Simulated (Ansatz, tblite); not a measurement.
Species of one formula, Li4H4S4 (singlet), each relaxed with r2SCAN-D4/def2-SVP in Ansatz.

The xTB rows come from tblite. B3LYP takes the VWN-RPA correlation. HSE06 is defined as in plane-wave codes, on full-range PBE exchange. Correlated methods freeze 20 core orbitals; core or outer-core shells of Li are correlated, in sets that lack core-valence functions.

Other spin states weren't relaxed.

A:

```xyz
12

Li    2.202    0.989   -1.110
Li   -1.038   -0.402   -2.412
Li   -2.202   -0.983    1.109
Li    1.035    0.407    2.410
S     0.934    0.642   -3.009
S    -2.706   -1.338   -1.117
S    -1.061   -0.351    3.016
S     2.836    1.042    1.111
H     1.596   -0.423   -3.517
H    -3.653   -0.385   -1.275
H    -0.724   -1.575    3.482
H     2.783    2.378    1.312
```

B:

```xyz
12

Li   -0.593   -1.746   -0.801
Li    1.316    0.891   -1.232
Li    0.873   -0.341    1.779
Li   -1.596    1.197    0.255
S    -0.951    0.372   -1.939
S     1.739   -1.304   -0.278
S    -1.433   -0.970    1.344
S     0.646    1.903    0.873
H    -1.535    0.599   -3.128
H     2.805   -2.104   -0.448
H    -2.313   -1.566    2.167
H     1.042    3.071    1.408
```

**Question.** Estimate which lies lowest at each level, and how far above it the others are (kJ/mol).

**Answer.** 
```json
{"level": "GFN1-xTB", "A": "113.0", "B": "0.0"}
{"level": "GFN2-xTB", "A": "13.5", "B": "0.0"}
{"level": "HF/STO-3G", "A": "114.5", "B": "0.0"}
{"level": "HF/def2-SVP", "A": "0.0", "B": "11.0"}
{"level": "HF/def2-TZVP", "A": "0.0", "B": "37.0"}
{"level": "PBE-D4/def2-SVP", "A": "23.8", "B": "0.0"}
{"level": "PBE-D4/def2-TZVP", "A": "4.9", "B": "0.0"}
{"level": "r2SCAN-D4/def2-TZVP", "A": "21.0", "B": "0.0"}
{"level": "B97M-V/def2-TZVP", "A": "6.9", "B": "0.0"}
{"level": "B3LYP-D4/def2-TZVP", "A": "0.0", "B": "6.0"}
{"level": "PBE0-D4/def2-SVP", "A": "30.5", "B": "0.0"}
{"level": "PBE0-D4/def2-TZVP", "A": "8.3", "B": "0.0"}
{"level": "HSE06-D4/def2-TZVP", "A": "6.8", "B": "0.0"}
{"level": "MP2/def2-SVP", "A": "21.6", "B": "0.0"}
{"level": "MP2/def2-TZVP", "A": "11.4", "B": "0.0"}
{"level": "CCSD/def2-SVP", "A": "15.4", "B": "0.0"}
{"level": "CCSD(T)/def2-SVP", "A": "17.9", "B": "0.0"}
```
Point groups (tolerance 0.1 Å): A D2d, B Td. From def2-SVP to def2-TZVP the PBE0 values move by up to 22.1 kJ/mol, so results in the small set are rough.
